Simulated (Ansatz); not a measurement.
Consider the isomerisation: `B[SiH](C)OC` → `BOC(C)[SiH3]`.

Calculated with Ansatz (gas phase, PBE0-D4/def2-TZVP geometries, no zero-point term in ΔE). CBS: MP2 limit from def2 TZ/QZ plus the TZ coupled-cluster correction, frozen cores. DFT in def2-TZVPP. Each species was taken in one conformer, which may not be the lowest.

(1) Is it downhill or uphill in electronic energy at CCSD(T)/CBS, and by how much? (An estimate is asked.)

(2) What do these levels give: ωB97M-V, B2PLYP, PBE0, HF/def2-TZVPP, MP2/def2-TZVPP, SCS-MP2/def2-QZVPP? (Estimate.)

Largest T1 diagnostic among the species: 0.013.

## Answers

(1) Ansatz gave: Downhill: ΔE = -8.6 kcal/mol.

(2) Ansatz gave: ωB97M-V -9.6, B2PLYP -9.2, PBE0 -8.5, HF/def2-TZVPP -5.9, MP2/def2-TZVPP -9.8, SCS-MP2/def2-QZVPP -9.0 kcal/mol.

From PBE to PBE0 (25 % exact exchange), in def2-TZVPP and without D4, ΔE moves by +1.3 kcal/mol. In def2-TZVPP, CCSD(T) changes the Hartree–Fock value by −3.5 kcal/mol (the triples alone add −1.0 kcal/mol) and MP2 by −3.9 kcal/mol.
